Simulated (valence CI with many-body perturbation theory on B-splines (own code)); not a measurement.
# Which ion has this spectrum?

A relativistic CI+MBPT calculation for an atom or ion with 23 electrons gives these levels (cm⁻¹):

```
   J  Parity       E     g
 5/2    even       0  1.38
 5/2    even  223904  1.33
 7/2    even  307350  1.15
 3/2    even  317014  1.20
11/2    even  318297  1.12
 9/2    even  350929  1.14
 5/2    even  370610  1.14
 1/2    even  385892  1.84
 7/2    even  406737  1.09
 3/2    even  500633  0.79
 5/2    even  527536  1.26
 7/2    even  580015  1.21
11/2    even  585938  1.08
 9/2    even  600047  1.14
```

The energies are calculated, and their last digits are not significant.

Which is it?
A. Ho44+
B. Sm39+
C. Tb42+
D. Er45+

C. Tb42+, ground level (3d3/2^4 3d5/2) J=5/2.
